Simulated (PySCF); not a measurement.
Molfile (atoms numbered from 1):
```
C9H11O2P
     RDKit          3D

 23 23  0  0  0  0  0  0  0  0999 V2000
    1.7412    1.7780    1.7210 C   0  0  0  0  0  0  0  0  0  0  0  0
    2.0413    0.4801    1.6608 C   0  0  0  0  0  0  0  0  0  0  0  0
    2.2722   -0.2800    0.3962 C   0  0  0  0  0  0  0  0  0  0  0  0
    0.9428   -1.4933    0.1340 P   0  0  2  0  0  5  0  0  0  0  0  0
    0.7419   -2.4690    1.2421 O   0  0  0  0  0  0  0  0  0  0  0  0
    1.4299   -2.1190   -1.2941 O   0  0  0  0  0  0  0  0  0  0  0  0
   -0.5563   -0.5614   -0.2577 C   0  0  0  0  0  0  0  0  0  0  0  0
   -0.6916    0.1487   -1.4565 C   0  0  0  0  0  0  0  0  0  0  0  0
   -1.8548    0.8721   -1.7062 C   0  0  0  0  0  0  0  0  0  0  0  0
   -2.8844    0.8858   -0.7640 C   0  0  0  0  0  0  0  0  0  0  0  0
   -2.7539    0.1706    0.4258 C   0  0  0  0  0  0  0  0  0  0  0  0
   -1.5925   -0.5557    0.6807 C   0  0  0  0  0  0  0  0  0  0  0  0
    1.5582    2.2718    2.6783 H   0  0  0  0  0  0  0  0  0  0  0  0
    1.6664    2.3925    0.8179 H   0  0  0  0  0  0  0  0  0  0  0  0
    2.0877   -0.1106    2.5827 H   0  0  0  0  0  0  0  0  0  0  0  0
    3.2001   -0.8754    0.4408 H   0  0  0  0  0  0  0  0  0  0  0  0
    2.3290    0.3811   -0.4823 H   0  0  0  0  0  0  0  0  0  0  0  0
    0.9570   -2.9416   -1.4781 H   0  0  0  0  0  0  0  0  0  0  0  0
    0.1106    0.1230   -2.1990 H   0  0  0  0  0  0  0  0  0  0  0  0
   -1.9628    1.4251   -2.6423 H   0  0  0  0  0  0  0  0  0  0  0  0
   -3.7962    1.4546   -0.9622 H   0  0  0  0  0  0  0  0  0  0  0  0
   -3.5641    0.1765    1.1587 H   0  0  0  0  0  0  0  0  0  0  0  0
   -1.4725   -1.1333    1.6004 H   0  0  0  0  0  0  0  0  0  0  0  0
  1  2  2  0
  2  3  1  0
  3  4  1  0
  4  5  2  0
  4  6  1  6
  4  7  1  0
  7  8  2  0
  8  9  1  0
  9 10  2  0
 10 11  1  0
 11 12  2  0
 12  7  1  0
  1 13  1  0
  1 14  1  0
  2 15  1  0
  3 16  1  0
  3 17  1  0
  6 18  1  0
  8 19  1  0
  9 20  1  0
 10 21  1  0
 11 22  1  0
 12 23  1  0
M  END
```

Geometry: PBE0-D3(BJ)/def2-SVP; GIAO shifts from PySCF 2.14, gas phase, non-relativistic, averaged over equivalent atoms.

At PBE0/pcSseg-1 (266 basis functions, 2.2 min wall time on 1 thread of an Intel Xeon Platinum 8259CL, shared host):
```tsv
atoms	δ (ppm)
C8/C12	138.4
C10	137.5
C2	137.4
C7	137.2
C9/C11	133.3
C1	127.9
C3	41.1
P4	24.0
O5	150.4
O6	115.1
H19/H23	7.91
H21	7.56
H20/H22	7.51
H15	6.05
H13	5.14
H14	4.82
H16	2.90
H18	2.56
H17	2.38
```

Chemical shifts δ = σref − σ; TMS for ¹³C (184.41 ppm) and ¹H (31.27 ppm); ³¹P (310.13 ppm) against H3PO4; ¹⁷O (334.56 ppm) vs H2O, all at this level.

Problem. Predict the values at wB97X-D/pcSseg-1 on the same geometry.

Solution. 
| atoms | δ at wB97X-D/pcSseg-1 | change |
| --- | --- | --- |
| C8/C12 | 139.8 | +1.4 |
| C10 | 138.8 | +1.3 |
| C2 | 138.2 | +0.8 |
| C7 | 138.5 | +1.3 |
| C9/C11 | 134.3 | +1.0 |
| C1 | 128.7 | +0.8 |
| C3 | 40.5 | -0.6 |
| P4 | 25.1 | +1.1 |
| O5 | 144.1 | -6.3 |
| O6 | 111.4 | -3.7 |
| H19/H23 | 7.93 | +0.02 |
| H21 | 7.58 | +0.02 |
| H20/H22 | 7.51 | +0.00 |
| H15 | 6.03 | -0.02 |
| H13 | 5.13 | -0.01 |
| H14 | 4.82 | +0.00 |
| H16 | 2.82 | -0.08 |
| H18 | 2.63 | +0.07 |
| H17 | 2.29 | -0.09 |

δ = σ(ref) − σ, references computed at the same level: ¹³C (σref 184.54) and ¹H (σref 31.38) vs TMS; ³¹P (σref 307.18) against H3PO4; H2O for ¹⁷O (σref 333.19).

The largest change is at O5 (P=O oxygen). Cost: 266 basis functions, 2.5 min wall time on 1 thread of an Intel Xeon Platinum 8259CL, shared host. The order of the carbon signals changes between the two levels.

Experimental scales use liquid or dissolved standards, which lie at an offset from isolated H2O (liquid H2O: subtract about 36 ppm) and H3PO4.
